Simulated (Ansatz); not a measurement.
Match the barriers

Saddle point of CH8AsGa, closed shell (CH₅Ga ([CH3][GaH2]) + AsH₃ → GaAsH₄ ([GaH2][AsH2]) + CH₄; bonds formed: Ga1–As6, C2–H5; bonds broken: Ga1–C2, H5–As6), PBE0-D4/def2-TZVP structure:

```json
{"atom": "Ga1", "x (Å)": "-0.9897", "y (Å)": "0.1339", "z (Å)": "0.3270"}
{"atom": "C2", "x (Å)": "0.5122", "y (Å)": "1.3127", "z (Å)": "-0.6837"}
{"atom": "H3", "x (Å)": "-2.0575", "y (Å)": "-0.3049", "z (Å)": "-0.7126"}
{"atom": "H4", "x (Å)": "-1.1094", "y (Å)": "0.6378", "z (Å)": "1.7919"}
{"atom": "H5", "x (Å)": "0.6342", "y (Å)": "-0.1231", "z (Å)": "-0.1854"}
{"atom": "As6", "x (Å)": "0.8897", "y (Å)": "-1.8924", "z (Å)": "0.3837"}
{"atom": "H7", "x (Å)": "1.3938", "y (Å)": "1.6240", "z (Å)": "-0.1221"}
{"atom": "H8", "x (Å)": "0.7912", "y (Å)": "1.0315", "z (Å)": "-1.6998"}
{"atom": "H9", "x (Å)": "-0.1535", "y (Å)": "2.1800", "z (Å)": "-0.7542"}
{"atom": "H10", "x (Å)": "-0.3025", "y (Å)": "-2.6588", "z (Å)": "-0.1616"}
{"atom": "H11", "x (Å)": "0.3916", "y (Å)": "-1.9406", "z (Å)": "1.8168"}
```

Ansatz 0.2.0; basis: def2-TZVPP, with def2-QZVPP for the basis limit; cores frozen in the correlated methods. Filled d shells of the heavier atoms are correlated. The def2 sets are not built for correlating such inner shells, so the correlated values are less sure here. Extrapolation: Hartree–Fock as exp(−7.88 √X), correlation as X^−2.97. Four methods, as single points on the PBE0-D4 structures, gave these electronic barriers from the start structure: 20.00, 23.32, 28.49, 43.00 kcal/mol.

Task: The methods were, in alphabetical order, CCSD(T), HF, PBE-D4, PBE0-D4. Which gave which? (Judge from chemistry; the calculation decides.)

Result: The calculation gives: PBE-D4 20.00; PBE0-D4 23.32; CCSD(T) 28.49; HF 43.00 kcal/mol. For comparison, CCSD(T) at an estimated basis limit (MP2 extrapolated from triple and quadruple zeta, plus CCSD(T) − MP2 in triple zeta) gives 26.83 kcal/mol.

No T1 diagnostic of these runs exceeds 0.013. The end structure is not quite a true minimum (one mode of 51i cm⁻¹).

Labels in which every atom is bracketed show which atoms are joined, not bond orders.

For scale, one of the runs: CCSD(T)/def2-TZVPP, 239 basis functions, launched by `ansatz run in.yaml --threads 8 --pin off --events-out ev --progress --plain --max-ram 19148MiB`. The run took 120 s on 8 CPU threads of an Arm Neoverse V1 (shared host), with 4.5 GiB of host memory at its peak.
